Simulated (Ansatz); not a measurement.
`F[SiH](F)C[O][AlH2]`, relaxed with RKS PBE0-D4/def2-TZVP in Ansatz 0.2.0 from a PBE-D4/def2-SVP geometry. The force threshold is 0.005 eV/Å; the program also tests the step.

Total charge 0; spin multiplicity 1.

Start:

```xyz
11

F     1.246   -1.541   -2.347
Si    1.205   -0.418   -1.161
F     1.976    0.899   -1.730
C    -0.582   -0.001   -0.728
O    -0.568    0.813    0.427
Al   -0.913    0.581    2.102
H     1.967   -0.927    0.023
H    -1.161   -0.949   -0.593
H    -1.061    0.539   -1.577
H    -0.675    1.859    3.013
H    -1.433   -0.856    2.572
```

```json
{"step": "1", "energy (eV)": "-23067.2693", "largest force (eV/Å)": "1.358", "largest move (Å)": "0.000"}
{"step": "2", "energy (eV)": "-23067.3394", "largest force (eV/Å)": "0.826", "largest move (Å)": "0.028"}
{"step": "3", "energy (eV)": "-23067.3674", "largest force (eV/Å)": "0.063", "largest move (Å)": "0.030"}
{"step": "4", "energy (eV)": "-23067.3679", "largest force (eV/Å)": "0.030", "largest move (Å)": "0.010"}
{"step": "5", "energy (eV)": "-23067.3683", "largest force (eV/Å)": "0.017", "largest move (Å)": "0.025"}
{"step": "6", "energy (eV)": "-23067.3688", "largest force (eV/Å)": "0.019", "largest move (Å)": "0.031"}
{"step": "7", "energy (eV)": "-23067.3690", "largest force (eV/Å)": "0.014", "largest move (Å)": "0.030"}
{"step": "8", "energy (eV)": "-23067.3693", "largest force (eV/Å)": "0.025", "largest move (Å)": "0.048"}
{"step": "9", "energy (eV)": "-23067.3696", "largest force (eV/Å)": "0.042", "largest move (Å)": "0.065"}
{"step": "10 (rejected)", "energy (eV)": "-23067.3685", "largest force (eV/Å)": "0.088", "largest move (Å)": "0.071"}
{"step": "11", "energy (eV)": "-23067.3699", "largest force (eV/Å)": "0.043", "largest move (Å)": "0.035"}
{"step": "12", "energy (eV)": "-23067.3700", "largest force (eV/Å)": "0.030", "largest move (Å)": "0.035"}
{"step": "13", "energy (eV)": "-23067.3700", "largest force (eV/Å)": "0.017", "largest move (Å)": "0.019"}
{"step": "14", "energy (eV)": "-23067.3701", "largest force (eV/Å)": "0.005", "largest move (Å)": "0.007"}
{"step": "15", "energy (eV)": "-23067.3701", "largest force (eV/Å)": "0.006", "largest move (Å)": "0.002"}
{"step": "16", "energy (eV)": "-23067.3701", "largest force (eV/Å)": "0.008", "largest move (Å)": "0.003"}
{"step": "17", "energy (eV)": "-23067.3701", "largest force (eV/Å)": "0.003", "largest move (Å)": "0.003"}
{"step": "18 (rejected)", "energy (eV)": "-23067.3701", "largest force (eV/Å)": "0.010", "largest move (Å)": "0.009"}
{"step": "19", "energy (eV)": "-23067.3701", "largest force (eV/Å)": "0.002", "largest move (Å)": "0.001"}
```

End:

```xyz
11

F     1.216   -1.455   -2.408
Si    1.227   -0.412   -1.207
F     1.916    0.913   -1.746
C    -0.521   -0.054   -0.661
O    -0.454    0.778    0.473
Al   -0.969    0.618    2.079
H     2.069   -0.949   -0.117
H    -1.052   -0.997   -0.462
H    -1.072    0.449   -1.465
H    -0.658    1.835    3.028
H    -1.703   -0.725    2.486
```

Run time 81 s (4 threads of an Arm Neoverse V2 on a shared host); peak host memory 0.68 GiB.
